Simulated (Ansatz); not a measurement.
Gas-phase electronic energies from Ansatz, PBE0-D4/def2-TZVP geometries. CCSD(T)/CBS is the MP2 limit (def2-TZVPP, def2-QZVPP) plus CCSD(T) − MP2 in def2-TZVPP, frozen cores. This one scheme is used for every species. Functionals use def2-TZVPP. B3LYP here is the variant with VWN-RPA as its local correlation; programs differ in this. Each species was taken in one conformer, which may not be the lowest.

Reaction (substitution at a C–Si bond): `CCC[SiH2]Cl` + `O[SiH3]` → `CCCO[SiH3]` + `[SiH3]Cl`

```
        level  ΔE (kJ/mol)
      PBE0-D4         83.0
       B2PLYP         77.3
        B3LYP         72.4
MP2/CBS(def2)         92.5
```

(1) What does CCSD(T)/CBS give? (An estimate is asked.)

Largest T1 diagnostic among the species: 0.011.

## Answers

(1) The calculation gave: +84.2 kJ/mol. The listed levels differ from it by -1.2, -6.9, -11.8, 8.3 kJ/mol.

The D4 term adds +4.0 kJ/mol with B3LYP and +2.2 kJ/mol with PBE0; it sums over pairs of atoms, weighted by their polarisabilities, and B3LYP, whose exchange is more repulsive, gets the larger term. In def2-TZVPP, CCSD(T) changes the Hartree–Fock value by +16.5 kJ/mol (the triples alone add +1.6 kJ/mol) and MP2 by +24.8 kJ/mol.
